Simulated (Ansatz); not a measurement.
`C[SiH](Br)Br` + H₂O → `C[SiH](O)Br` + HBr at 700 K and 1 bar (formal hydrolysis of the Si–Br bond).

Gas-phase electronic energies from Ansatz, PBE0-D4/def2-TZVP geometries. CCSD(T)/CBS adds triple-zeta CCSD(T) − MP2 to the extrapolated MP2 energy (def2 sets, frozen cores). This one scheme is used for every species. For Br outer-core shells are correlated without core-valence functions, which leaves a few kJ/mol of doubt a bond. Scalar relativity is left out up to krypton. One conformer a species, not always the lowest.

```json
{"species": "`C[SiH](Br)Br`", "CCSD(T)/CBS energy (Eh)": "-5476.28894", "H − E (kJ/mol)": "192.0", "S (J/(mol·K))": "449.1"}
{"species": "H₂O", "CCSD(T)/CBS energy (Eh)": "-76.37941", "H − E (kJ/mol)": "80.5", "S (J/(mol·K))": "218.4"}
{"species": "`C[SiH](O)Br`", "CCSD(T)/CBS energy (Eh)": "-2978.74949", "H − E (kJ/mol)": "230.1", "S (J/(mol·K))": "443.6"}
{"species": "HBr", "CCSD(T)/CBS energy (Eh)": "-2573.91920", "H − E (kJ/mol)": "36.5", "S (J/(mol·K))": "223.7"}
```

H − E and S are ideal-gas, rigid-rotor, harmonic terms from PBE0-D4/def2-TZVP, for one conformer and one mirror image of each species. 1 Eh = 2625.50 kJ/mol, R = 8.31446 J/(mol·K).

**Question.** By hand: ΔE, ΔH, ΔS and ΔG.

**Answer.** ΔE = (-2978.74949) + (-2573.91920) − (-5476.28894) − (-76.37941) = -0.00034 Eh = -0.9 kJ/mol. Δ(H − E) = 230.1 + 36.5 − 192.0 − 80.5 = -5.9, so ΔH = -6.8 kJ/mol. ΔS = 443.6 + 223.7 − 449.1 − 218.4 = -0.2 J/(mol·K). ΔG = -6.8 − 700 × (-0.2)/1000 = -6.7 kJ/mol.

**Question.** By hand: the equilibrium constant, and the temperature at which ΔG would vanish if ΔH and ΔS stayed fixed.

**Answer.** log₁₀ K = −ΔG/(RT ln 10) = 0.5. ΔG = 0 at ΔH/ΔS = 34000 K, far beyond where these terms or the molecules hold.

The number of gas molecules stays the same, so ΔS is small and ΔH decides. A doubt of 5 kJ/mol in ΔE shifts log₁₀ K by 0.4 here. Other conformers and mirror images would add mixing entropy, several J/(mol·K) or more a flexible species. These are equilibria of isolated gas molecules and say nothing of rates. Largest T1 diagnostic: 0.009 (customary marks: 0.02 for closed shells, 0.045 for open ones).
